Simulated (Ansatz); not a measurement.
Reaction (formal hydrolysis of a Zn–C bond): `C[CH2][Zn][NH2]` + H₂O → `[NH2][Zn][OH]` + `CC`

Program: Ansatz. Geometries: PBE0-D4/def2-TZVP. ΔE: electronic, gas phase. CCSD(T)/CBS adds triple-zeta CCSD(T) − MP2 to the extrapolated MP2 energy (def2 sets, frozen cores). This one scheme is used for every species. Functionals use def2-TZVPP. B3LYP here is the variant with VWN-RPA as its local correlation; programs differ in this. For Zn outer-core shells are correlated without core-valence functions, which leaves a few kJ/mol of doubt a bond. Scalar relativity is left out up to krypton. Each species was taken in one conformer, which may not be the lowest.

`C[CH2][Zn][NH2]`:

```xyz
11

C     1.013    1.501   -0.201
C    -0.105    0.676   -0.835
Zn   -0.616   -0.925    0.135
N    -1.177   -2.450    0.960
H     1.938    0.927   -0.099
H     1.251    2.388   -0.798
H     0.746    1.852    0.799
H     0.179    0.372   -1.848
H    -1.004    1.290   -0.956
H    -1.667   -2.384    1.841
H    -0.559   -3.247    1.001
```

H₂O:

Z-matrix (Å, degrees):
```
O
H 1 0.960
H 1 0.960 2 105.1
```

`[NH2][Zn][OH]`:

Cartesian coordinates in Å:
```
N 1.055 0.666 0.720
Zn -0.228 -0.021 -0.356
O -1.415 -0.520 -1.572
H 1.822 0.048 0.947
H 0.735 1.088 1.580
H -1.970 -1.260 -1.320
```

`CC`:

```xyz
8

C    -0.741   -0.164   -0.027
C     0.741    0.164    0.027
H    -0.988   -0.748   -0.917
H    -1.053   -0.745    0.844
H    -1.349    0.744   -0.052
H     0.988    0.748    0.917
H     1.053    0.744   -0.844
H     1.349   -0.744    0.052
```

| level | ΔE (kcal/mol) |
| --- | --- |
| PBE-D4 | -14.8 |
| CAM-B3LYP-D4 | -17.2 |
| B3LYP | -17.5 |
| MP2/def2-QZVPP | -15.9 |

(1) What does CCSD(T)/CBS give? (Best estimate.)

(2) What do rigid-rotor, harmonic-oscillator terms from PBE0-D4/def2-TZVP frequencies (298.15 K, 1 bar) make of the CCSD(T)/CBS value? (Best estimate.)

Largest T1 diagnostic among the species: 0.017.

Answers

(1) The calculation gave: -15.9 kcal/mol. The listed levels differ from it by 1.1, -1.3, -1.6, 0.0 kcal/mol.

(2) Ansatz gave: ΔZPE = +1.3 kcal/mol, ΔH = -15.4 kcal/mol, ΔS = -14 J/(mol·K), ΔG = -14.4 kcal/mol.

The D4 term adds +1.1 kcal/mol with B3LYP and +0.6 kcal/mol with PBE0; it sums over pairs of atoms, weighted by their polarisabilities, and B3LYP, whose exchange is more repulsive, gets the larger term. In def2-TZVPP, CCSD(T) changes the Hartree–Fock value by +4.3 kcal/mol (the triples alone add +0.6 kcal/mol) and MP2 by +4.6 kcal/mol. Leaving LDA and LC-ωPBE aside and taking each functional with its dispersion term where it has one, the values, not all of them listed here, spread over 3.2 kcal/mol, from B97M-V to revPBE-D4. LDA lies +1.4 kcal/mol from PBE without D4.
